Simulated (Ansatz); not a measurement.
CHAlBCl: where a starting geometry ends

The starting geometry of this gas-phase singlet was optimised with GFN2-xTB.

```xyz
5

C     0.0045   -1.8366   -2.2222
Al    1.5738   -1.6361   -1.2994
B    -0.8831   -0.9793   -2.8115
Cl    3.2136   -1.3371   -0.1377
H    -1.8271   -0.5266   -3.2922
```

**Question.** Predict what becomes of its bonds when it is optimised with r2SCAN-D4/def2-SVP.

**Answer.** A new bond forms, giving a structure given below by its coordinates. Contacts that close: Al2–B3 (2.96 → 2.31 Å).

The energy falls by 0.41 eV over 12 steps:

```json
{"step": "1", "E − E(last) (eV)": "0.408"}
{"step": "2", "E − E(last) (eV)": "0.262"}
{"step": "3", "E − E(last) (eV)": "0.215"}
{"step": "5", "E − E(last) (eV)": "0.136"}
{"step": "6", "E − E(last) (eV)": "0.077"}
{"step": "7", "E − E(last) (eV)": "0.030"}
{"step": "8", "E − E(last) (eV)": "0.001"}
{"step": "10", "E − E(last) (eV)": "0.000"}
{"step": "11", "E − E(last) (eV)": "0.000"}
{"step": "12", "E − E(last) (eV)": "0.000"}
```

Final geometry (Å):

```yaml
atoms:
  - { symbol: C, position_ang: [-0.0809, -2.3641, -2.3584] }
  - { symbol: Al, position_ang: [1.2493, -1.6034, -1.4470] }
  - { symbol: B, position_ang: [-0.6730, -1.1401, -2.6394] }
  - { symbol: Cl, position_ang: [2.9072, -1.0102, -0.3395] }
  - { symbol: H, position_ang: [-1.3208, -0.1979, -2.9786] }
```

Frequencies at the end are all real (lowest 139 cm⁻¹). Run with Ansatz 0.2.0, 19 s on 1 thread of Intel(R) Xeon(R) Platinum 8488C (Sapphire Rapids), with other jobs on the host.
